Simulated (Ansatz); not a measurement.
A series at Ti: from `[OH][Ti]([OH])([OH])[SH]`, ligands are replaced one by one, each step taking up H₂S and setting free H₂O; n counts the steps. Ansatz, PBE0-D4/def2-TZVP geometries. Each molecule was computed in one conformer, which needn't be the lowest.

```tsv
n	molecule	HOMO energy, ωB97M-V/def2-TZVPP (eV)
0	`[OH][Ti]([OH])([OH])[SH]`	-9.46
1	`[OH][Ti]([OH])([SH])[SH]`	-9.30
2	`[OH][Ti]([SH])([SH])[SH]`	-9.63
3	`[SH][Ti]([SH])([SH])[SH]`	?
```

Question: By hand: fit a straight line y = ȳ + b (n − n̄) to the 3 given rows and predict n = 3.

Answer: n̄ = 1.000, ȳ = -9.463; Σ(n − n̄)(y − ȳ) = -0.170, Σ(n − n̄)² = 2.000, so b = -0.085 eV a step. Prediction: -9.463 + (-0.085) × (2.000) = -9.63 eV.

Question: By hand: compare with the computed value, -9.92 eV, and give the steps along the whole series.

Answer: The line misses by -0.29 eV (computed minus predicted). Steps: 0.16, -0.33, -0.29 eV.

The steps change sign along the series, so a line is a poor guide. The highest orbital can change its character along such a series. The miss is 46.8 % of the series' range.
